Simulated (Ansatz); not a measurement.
Cost and result for the atomization energy of C2H7BOS (12 atoms, 11 bonds).

```json
{"atom": "B1", "x (Å)": "0.8874", "y (Å)": "-0.3737", "z (Å)": "0.9655"}
{"atom": "C2", "x (Å)": "-0.4153", "y (Å)": "-0.2015", "z (Å)": "0.1400"}
{"atom": "C3", "x (Å)": "-0.5293", "y (Å)": "-0.1548", "z (Å)": "-1.3398"}
{"atom": "O4", "x (Å)": "-1.6054", "y (Å)": "-0.1819", "z (Å)": "0.7191"}
{"atom": "S5", "x (Å)": "0.8365", "y (Å)": "1.5943", "z (Å)": "0.7981"}
{"atom": "H6", "x (Å)": "1.8484", "y (Å)": "-0.8507", "z (Å)": "0.4333"}
{"atom": "H7", "x (Å)": "0.6765", "y (Å)": "-0.6409", "z (Å)": "2.1258"}
{"atom": "H8", "x (Å)": "0.4392", "y (Å)": "0.0068", "z (Å)": "-1.8068"}
{"atom": "H9", "x (Å)": "-1.2453", "y (Å)": "0.5980", "z (Å)": "-1.6732"}
{"atom": "H10", "x (Å)": "-0.9044", "y (Å)": "-1.1345", "z (Å)": "-1.6574"}
{"atom": "H11", "x (Å)": "-1.4836", "y (Å)": "-0.3681", "z (Å)": "1.6606"}
{"atom": "H12", "x (Å)": "1.4953", "y (Å)": "1.7069", "z (Å)": "-0.3651"}
```

The species carries charge 0 and has multiplicity 1. The bonds changed during the relaxation, so this is another structure than the one it started from. Geometry: relaxed with PBE0-D4/def2-TZVP. It is one conformer, not always the lowest. Program: Ansatz. All runs use 4 threads of an Arm Neoverse V1 on a shared host. Times are those of one run each, without the atoms' runs, and a repeat can differ threefold. Electronic energies, without spin–orbit coupling; frozen cores. CCSD(T)/CBS adds CCSD(T) − MP2 in def2-TZVPP to the MP2 limit, and its time is that of the two runs behind it. T1 = 0.015. B3LYP takes the VWN-RPA correlation (the form of Gaussian; ORCA's B3LYP/G).

CCSD(T)/CBS is a level of theory with its own doubt, some kJ/mol a heavy atom from the limit and from the frozen cores, so smaller differences don't rank the functionals.

| level | functions | wall time | atomization (kJ/mol) | difference from CCSD(T)/CBS | per bond |
| --- | --- | --- | --- | --- | --- |
| PBE-D4/def2-TZVPP (with forces) | 264 | 2.8 s | 4533.0 | 133.1 | 12.1 |
| PBE0-D4/def2-TZVPP | 264 | 3.5 s | 4444.9 | 45.0 | 4.1 |
| r2SCAN-D4/def2-TZVPP (with forces) | 264 | 5.5 s | 4453.0 | 53.1 | 4.8 |
| B3LYP-D4/def2-TZVPP (with forces) | 264 | 5.5 s | 4417.8 | 17.9 | 1.6 |
| B2PLYP/def2-TZVPP | 264 | 6.5 s | 4362.9 | -37.0 | -3.4 |
| ωB97X-V/def2-TZVPP | 264 | 8.5 s | 4418.0 | 18.1 | 1.6 |
| ωB97M-V/def2-TZVPP (with forces) | 264 | 12 s | 4435.9 | 36.0 | 3.3 |
| MP2/def2-QZVPP | 508 | 39 s | 4423.6 | 23.7 | 2.2 |
| CCSD(T)/def2-TZVPP | 264 | 3.3 min | 4293.1 | -106.8 | -9.7 |
| CCSD(T)/CBS(def2) | – | 4 min | 4399.9 | 0.0 | 0.0 |

From PBE to PBE0 (25 % exact exchange), in def2-TZVPP and without D4, the atomization energy moves by −84.0 kJ/mol: exact exchange takes away binding that semilocal exchange gives to molecules. In def2-TZVPP, CCSD(T) changes the Hartree–Fock value by +1096.6 kJ/mol (the triples alone add +73.3 kJ/mol) and MP2 by +1164.7 kJ/mol; breaking electron pairs costs correlation energy, which Hartree–Fock lacks. The D4 term adds +41.2 kJ/mol with B3LYP and +21.5 kJ/mol with PBE0; it sums over pairs of atoms, weighted by their polarisabilities, and B3LYP, whose exchange is more repulsive, gets the larger term.
